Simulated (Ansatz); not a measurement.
`C[SiH2]N[SiH3]`. Charge 0, multiplicity 1. All single points use the PBE0-D4/def2-TZVP geometry. It is one conformer, not always the lowest.

```xyz
13

C     0.628   -0.400   -2.060
Si    0.500   -0.873   -0.260
N     0.290    0.494    0.778
Si   -1.069    0.896    1.759
H     0.767   -1.288   -2.682
H    -0.276    0.115   -2.393
H     1.479    0.264   -2.231
H     1.733   -1.621    0.118
H    -0.681   -1.749   -0.037
H     1.091    1.103    0.875
H    -2.259    0.202    1.204
H    -1.290    2.368    1.742
H    -0.914    0.489    3.185
```

Task: What is the dipole moment at ωB97M-V/def2-TZVPP? (Best estimate.)

Result: Computed: 1.29 D, with components (0.87, 0.65, -0.70) D in this frame, pointing from negative to positive charge.

Task: And with PBE, r2SCAN, B3LYP? (Estimate.)

Result: Computed: PBE 1.31 D, r2SCAN 1.34 D, B3LYP 1.27 D.

Task: Give the Mulliken charges with ωB97M-V, PBE, B3LYP in def2-TZVPP. (Best estimate.)

Result: The calculation gave: 
```tsv
atom	ωB97M-V	PBE	B3LYP
C1	-0.43	-0.36	-0.37
Si2	0.33	0.31	0.40
N3	-0.37	-0.29	-0.36
Si4	0.24	0.26	0.34
H5	0.11	0.10	0.10
H6	0.12	0.11	0.10
H7	0.11	0.10	0.09
H8	-0.05	-0.08	-0.09
H9	-0.04	-0.07	-0.08
H10	0.09	0.12	0.11
H11	-0.03	-0.06	-0.07
H12	-0.04	-0.06	-0.08
H13	-0.05	-0.07	-0.08
```

B3LYP here is the variant with VWN-RPA as its local correlation; programs differ in this.
